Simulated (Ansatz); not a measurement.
`O=C=N[Si](F)(Cl)Cl`. Charge 0, multiplicity 1.

Cartesian coordinates in Å:
```
O -0.5929 1.5477 -2.5026
C -0.3796 0.7965 -1.6480
N -0.1640 -0.0226 -0.7987
Si 0.1831 -0.5112 0.7685
F 0.2442 -2.0828 0.7737
Cl 1.9741 0.1979 1.3636
Cl -1.2649 0.0744 2.0433
```

Q: What are the harmonic wavenumbers in cm⁻¹ at PBE0-D4/def2-TZVP (Ansatz, finite differences of forces, unscaled)? (Best estimate.)

A: Ansatz gave: 24, 50, 172, 203, 266, 297, 301, 479, 638, 638, 645, 720, 954, 1534, 2423.

Q: Is this a minimum?

A: Yes, all 15 modes are real.

Q: Give the ideal-gas thermochemistry at 298.15 K and 1 bar (rigid rotor, harmonic oscillator; point group Cs, symmetry number 1).

A: Zero-point energy 55.9 kJ/mol; H(298) − E = 78.9 kJ/mol; entropy 389.9 J/(mol·K), of which translation 172.2, rotation 124.2, vibration 93.5; G(298) − E = -37.3 kJ/mol. Modes under 100 cm⁻¹ are hindered rotations or soft bends, so the harmonic entropy is rough.

Q: Rotational constants (cm⁻¹)?

A: 0.05803, 0.03497, 0.02904.
